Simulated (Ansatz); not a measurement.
Cl3Ge, doublet, at a GFN2-xTB geometry, atoms displaced at random by about 0.02 Å a coordinate; HF/STO-3G run with Ansatz (a first-principles code).

Ansatz was given this input:
Ansatz 0.2 input:
```yaml
crystal:
  periodic: [false, false, false]
  atoms:
    - {symbol: Cl, position_ang: [-1.45842790, -1.39711183, -0.28633433]}
    - {symbol: Ge, position_ang: [0.01225579, 0.01466470, 0.53210021]}
    - {symbol: Cl, position_ang: [-0.45303131, 1.89890255, -0.34438799]}
    - {symbol: Cl, position_ang: [1.90162133, -0.56069873, -0.33643731]}
basis:
  gaussian:
    orbitals: STO-3G
hamiltonian:
  xc: hf
magnetization: {spin_polarized: true, initial_magnetization: 1}
relax: {max_displacement: 0.5}
```

Output, abridged:

```
Functional definition: HF
526 factors; integrals over basis functions are off by at most 7.4e-6 eV
mean field evaluation 1: about -92941.2149 eV, gradient 1.4e1 eV
mean field evaluation 2: about -92941.2417 eV, gradient 1.4e1 eV
mean field evaluation 4: about -92943.9621 eV, gradient 1.1e0 eV
mean field evaluation 8: about -92943.9933 eV, gradient 1.9e-5 eV
mean field -92943.99327748 eV, -3415.6287532462 hartree, gradient 1.9e-5 eV, S^2 0.754127; 0 other end points of the search recorded, 0 dependent functions left out
the calculation of the forces begins
reference -92943.99327748 eV, -3415.6287532462 hartree; 42, 41 occupied and 3, 4 virtual orbitals, 526 factors
relax step   1: F+E_penalty+E_count = -92943.99327748 eV  Δ(F+E_penalty+E_count) = +0.000e0 eV  max|allowed force component| = 8.940e-1 eV/Å  Δτ_max = 0.0000 Å  (27 SCF iters, accepted)
these checks for a lower state are left out or cut short: starts, cluster_reference, orbital_swaps, neighbouring_geometries, increment
526 factors; integrals over basis functions are off by at most 7.4e-6 eV
mean field -92944.03957103 eV, -3415.6304545025 hartree, gradient 1.7e-5 eV, S^2 0.753524; 0 other end points of the search recorded, 0 dependent functions left out
the calculation of the forces begins
reference -92944.03957103 eV, -3415.6304545025 hartree; 42, 41 occupied and 3, 4 virtual orbitals, 526 factors
relax step   2: F+E_penalty+E_count = -92944.03957103 eV  Δ(F+E_penalty+E_count) = -4.629e-2 eV  max|allowed force component| = 1.224e-1 eV/Å  Δτ_max = 0.0793 Å  (27 SCF iters, accepted)
these checks for a lower state are left out or cut short: starts, cluster_reference, orbital_swaps, neighbouring_geometries, increment
526 factors; integrals over basis functions are off by at most 7.4e-6 eV
mean field evaluation 16: about -92944.0085 eV, gradient 7.5e-3 eV
mean field -92944.04412178 eV, -3415.6306217394 hartree, gradient 1.6e-5 eV, S^2 0.753505; 0 other end points of the search recorded, 0 dependent functions left out
the calculation of the forces begins
reference -92944.04412178 eV, -3415.6306217394 hartree; 42, 41 occupied and 3, 4 virtual orbitals, 526 factors
relax step   3: F+E_penalty+E_count = -92944.04412178 eV  Δ(F+E_penalty+E_count) = -4.551e-3 eV  max|allowed force component| = 3.295e-2 eV/Å  Δτ_max = 0.0226 Å  (28 SCF iters, accepted)
these checks for a lower state are left out or cut short: starts, cluster_reference, orbital_swaps, neighbouring_geometries, increment
526 factors; integrals over basis functions are off by at most 7.4e-6 eV
mean field -92944.04421000 eV, -3415.6306249814 hartree, gradient 1.6e-5 eV, S^2 0.753530; 0 other end points of the search recorded, 0 dependent functions left out
the calculation of the forces begins
reference -92944.04421000 eV, -3415.6306249814 hartree; 42, 41 occupied and 3, 4 virtual orbitals, 526 factors
relax step   4: F+E_penalty+E_count = -92944.04421000 eV  Δ(F+E_penalty+E_count) = -8.822e-5 eV  max|allowed force component| = 6.020e-3 eV/Å  Δτ_max = 0.0028 Å  (24 SCF iters, accepted)
526 factors; integrals over basis functions are off by at most 7.4e-6 eV
mean field evaluation 32: about -92944.0419 eV, gradient 2.5e-1 eV
mean field -92944.04421000 eV, -3415.6306249814 hartree, gradient 1.6e-5 eV, S^2 0.753530; 1 other end points of the search recorded, 0 dependent functions left out
the calculation of the forces begins
reference -92944.04421000 eV, -3415.6306249814 hartree; 42, 41 occupied and 3, 4 virtual orbitals, 526 factors
Total energy: -92944.04421000 eV, -3415.6306249814 hartree
Atom 0 at    -1.445541    -1.388603    -0.263969 Å, force     0.003625     0.003742     0.002347 eV/Å
Atom 1 at     0.007658    -0.001435     0.474942 Å, force    -0.003227    -0.006020    -0.002184 eV/Å
Atom 2 at    -0.470402     1.923508    -0.329030 Å, force    -0.000013     0.001567    -0.000570 eV/Å
Atom 3 at     1.910703    -0.577714    -0.317003 Å, force    -0.000385     0.000712     0.000407 eV/Å
Dipole moment:     0.007250     0.009953     0.591059 e Å
```
